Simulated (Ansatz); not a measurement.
H5Au4⁻. Charge -1, multiplicity 1. Geometry r2SCAN-D4/def2-SVPD, basis def2-TZVPD, Ansatz.

```xyz
9

Au    0.508    3.695   -1.732
Au   -0.511   -1.181    0.559
Au   -0.388   -3.633    1.867
Au    0.350    1.156   -0.609
H     1.056    2.676   -0.366
H     0.219    4.858   -2.801
H    -0.219   -0.437   -0.975
H    -1.026   -1.964    1.969
H     0.012   -5.171    2.088
```

| run | HOMO (eV) | LUMO (eV) |
| --- | --- | --- |
| A | -3.14 | 1.42 |
| B | -3.53 | 1.76 |
| C | -3.38 | 1.56 |
| D | -2.75 | 1.33 |
| E | -2.54 | 1.14 |

In the def2 sets Au takes a core potential; there is no spin–orbit coupling. B3LYP takes the VWN-RPA correlation. HSE06 is defined as in plane-wave codes, on full-range PBE exchange. The structure comes from a short search, and lower isomers may exist.

Task: The runs used B3LYP, HSE06, PBE, PBE0, r2SCAN. Estimate which is which.

Result: A HSE06 (range-separated); B PBE0 (25 % exact exchange); C B3LYP (20 % exact exchange); D r2SCAN (0 % exact exchange); E PBE (0 % exact exchange). Exact exchange lowers occupied and raises empty levels; among semilocal functionals meta-GGAs tend to open the gap a little, and such runs are hard to tell apart. The gap grows from 3.67 eV (PBE) to 5.30 eV (PBE0).
